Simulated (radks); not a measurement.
Problem. Species: Pd II. Configuration: [Kr] 4d9. All-electron calculation, scalar-relativistic Kohn-Sham, Slater X-alpha with alpha = 0.892, spin-polarised, spherical densities, point nucleus; open shells are filled with parallel spins first (spin-orbit coupling, left out, can overturn this in heavy ions). Program: a radial shooting solver on a logarithmic mesh with Libxc functionals. Some entries of the table are withheld. Estimate them.

| orbital | occ. | eigenvalue (hartree) | r(max) (bohr) | <r^2> (bohr^2) |
|---|---|---|---|---|
| 1s up | 1 | -892.3420 | 0.02064 | 0.001368 |
| 1s down | 1 | -892.3420 | 0.02064 | 0.001368 |
| 2s up | 1 | -131.3945 | 0.1166 | 0.02244 |
| 2s down | 1 | -131.3858 | 0.1166 | 0.02244 |
| 2p up | 3 | -118.1545 | 0.09306 | 0.01763 |
| 2p down | 3 | -118.1477 | 0.09306 | 0.01763 |
| 3s up | 1 | -24.25944 | 0.3404 | 0.1630 |
| 3s down | 1 | -24.25323 | 0.3404 | 0.1629 |
| 3p up | 3 | -19.87263 | 0.3330 | 0.1643 |
| 3p down | 3 | -19.86587 | 0.3330 | 0.1643 |
| 3d up | 5 | (1) | 0.2797 | 0.1494 |
| 3d down | 5 | (2) | 0.2797 | 0.1493 |
| 4s up | 1 | -3.70862 | 0.8442 | 0.9949 |
| 4s down | 1 | -3.67027 | 0.8434 | 0.9937 |
| 4p up | 3 | -2.44161 | 0.9002 | 1.210 |
| 4p down | 3 | -2.40210 | 0.8993 | 1.209 |
| 4d up | 5 | -0.64390 | 1.067 | 2.349 |
| 4d down | 4 | -0.60612 | 1.066 | 2.397 |

Solution. 
(1) 3d up eigenvalue (hartree): -12.86537
(2) 3d down eigenvalue (hartree): -12.85643
